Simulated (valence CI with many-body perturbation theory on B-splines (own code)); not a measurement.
Values are calculated unless marked as measured or tabulated.
**Hyperfine factors and g values of In XVI**

Level of theory: relativistic CI+MBPT: six valence electrons over a frozen Dirac-Fock core [Ar] 3d10, radial functions for each j: 9 s, 9 p, 8 d, 6 f, 3 g, 1 h, with the one-electron correlation potential Σ1, the two-electron term Σ2, the three-electron term Σ3, Breit, model QED; selected CI, second order for the rest, scaled by the run's own slope (own B-spline code, finite nucleus).

No measured levels were compared; by estimate levels hold to about 250 cm⁻¹ or 0.2 % of their energy and the worst to 1 %, as in measured heavy ions of charge 2 to 7; those with d or f electrons hold less well. Among the levels kept, up to 1200 cm⁻¹ of a level comes from second order outside the variational space, and about a tenth of that is noise between levels of different J, which matters for small intervals.

A/g_I is the dipole constant over the nuclear g factor μ/I (μ in nuclear magnetons, uniformly magnetised nucleus), B/Q the quadrupole constant per barn. Both hold the static response of the core; the bare values leave it out. Large factors of s and p1/2 electrons are usually good to 5 to 10 %; those of open d and f shells near neutrality can be off by tens of per cent, and small factors of p3/2, d and f electrons come from cancelling terms and can be off by a factor of two or in sign, in half-filled shells by more. B is blank for J = 1/2, where it vanishes, and for nearly pure S terms. Energies count from the lowest level. Levels with J = 0 are left out.

Names give the largest LS component (configuration and term), which can be under half, so a name can repeat, a term be missing and a line seem to break the LS rules; names also repeat where a configuration has a term twice. Letters in brackets count levels of one name in rising energy.

```csv
Level,E (eV),g,A/g_I (MHz),A/g_I bare,B/Q (MHz/b),B/Q bare
4s2 4p4 3P_2,0.000,1.400,8280,7710,6990,6570
4s2 4p4 3P_1,7.942,1.500,-2200,-2250,-7920,-7440
4s2 4p4 1D_2,10.414,1.098,19400,18400,-22900,-21500
4s 4p5 3P°_2,48.768,1.499,45400,43000,-14800,-13900
4s 4p5 3P°_1,52.495,1.409,3440,3210,4440,4190
4s 4p5 1P°_1,62.831,1.088,67600,64100,-10300,-9690
4s2 4p3 4d 5D°_2 [a],65.633,1.157,5120,4810,-1030,-976
4s2 4p3 4d 5D°_3,65.975,1.339,3840,3600,4050,3790
4s2 4p3 4d 5D°_1,66.611,1.431,1200,1110,-3000,-2790
4s2 4p3 4d 5D°_4,67.230,1.401,2330,2160,4990,4620
4s2 4p3 4d 5D°_2 [b],68.707,1.252,1630,1580,-4090,-3850
4s2 4p3 4d 3G°_3,71.898,1.151,2530,2420,10600,9940
4s2 4p3 4d 3D°_1 [a],72.542,0.641,12800,12300,-2250,-2120
4s2 4p3 4d 3F°_2 [a],72.797,0.942,13800,13100,-14600,-13700
4s2 4p3 4d 3F°_3 [a],73.775,1.137,11400,10800,-10200,-9560
4s2 4p3 4d 3D°_3 [a],74.406,1.109,1820,1760,8210,7670
4s2 4p3 4d 3G°_4,75.071,1.176,6480,6180,3960,3670
4s2 4p3 4d 3F°_4 [a],76.159,1.220,5710,5440,10600,9970
4s2 4p3 4d 3D°_1 [b],76.318,0.633,1050,1190,-1120,-1070
4s2 4p3 4d 1G°_4,77.392,1.051,11100,10500,-2330,-2240
4s2 4p3 4d 3G°_5,77.861,1.199,9260,8790,3110,2860
4s2 4p3 4d 1D°_2,78.840,0.949,13400,12800,7690,7210
4s2 4p3 4d 3P°_1 [a],79.997,1.345,4970,4840,556,532
4s2 4p3 4d 3D°_2,81.699,1.211,-4190,-3870,11000,10300
4s2 4p3 4d 3F°_2 [b],82.719,1.004,8160,7810,7690,7210
4s2 4p3 4d 3F°_3 [b],82.866,1.092,9010,8600,3030,2790
4s2 4p3 4d 3D°_3 [b],83.896,1.139,9100,8630,1930,1780
4s2 4p3 4d 3P°_2 [a],84.806,1.302,10500,9930,-34.0,-38.4
4s2 4p3 4d 3P°_1 [b],85.050,1.246,5160,4700,-5700,-5350
4s2 4p3 4d 3S°_1,86.550,1.711,12700,12000,232,224
4s2 4p3 4d 3F°_4 [b],87.156,1.198,4730,4520,-4420,-4210
4s2 4p3 4d 3D°_3 [c],87.326,1.243,3320,3120,5790,5440
4s2 4p3 4d 3P°_2 [b],88.279,1.302,2450,2350,11600,10900
```

(1) Take the isotope of mass number 115, with I = 9/2, μ = 5.5326 μN and Q = 0.772 b. What is the hyperfine structure of 4s 4p5 1P°_1?

Answers

(1) From the table A = 83100 MHz, B = -7980 MHz. Shifts from the centre of gravity in MHz: F = 7/2: -461000, F = 9/2: -77800, F = 11/2: 372000.
